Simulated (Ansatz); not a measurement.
(CdS)n: B3LYP-D4/def2-TZVP single points in Ansatz on relaxed structures, gas phase. Each cluster is the lowest isomer that a short search found in that spin, judged at the geometry's level, and lower ones may exist. Core potentials for Cd, no spin–orbit coupling. Binding counts from free atoms in the multiplicity of their measured ground term, without zero-point energy. Singlets are spin-restricted. A dash marks a value that wasn't run or was left out as unsound. The structures are stationary points that may keep the symmetry of their start. Remarks come from the PBE and PBE0 runs and from stability tests at other levels; not every state was tested.

```json
{"species": "(CdS)2 ring (Cd2S2)", "atoms": "4", "state": "singlet", "geometry": "r2SCAN-D4/def2-SVP", "HOMO (eV)": "-6.19", "LUMO (eV)": "-3.73", "gap (eV)": "2.46", "binding per atom (eV)": "1.27", "lowest of the spins relaxed": "–", "point group (within 0.1 Å)": "D2h", "remarks": "–"}
{"species": "(CdS)6 ring (Cd6S6)", "atoms": "12", "state": "singlet", "geometry": "PBE-D4/def2-SVP", "HOMO (eV)": "-6.89", "LUMO (eV)": "-2.69", "gap (eV)": "4.20", "binding per atom (eV)": "1.89", "lowest of the spins relaxed": "–", "point group (within 0.1 Å)": "C2", "remarks": "–"}
{"species": "Cd2S2", "atoms": "4", "state": "singlet", "geometry": "r2SCAN-D4/def2-SVP", "HOMO (eV)": "-5.57", "LUMO (eV)": "-3.93", "gap (eV)": "1.64", "binding per atom (eV)": "–", "lowest of the spins relaxed": "triplet (-0.14 eV), of singlet/triplet/quintet", "point group (within 0.1 Å)": "D2h", "remarks": "triplet 0.07 eV lower at PBE0-D4/def2-TZVP (not tabulated), restricted SCF unstable"}
```

The gap (eV) runs from 1.64 (Cd2S2) to 4.20 ((CdS)6 ring).
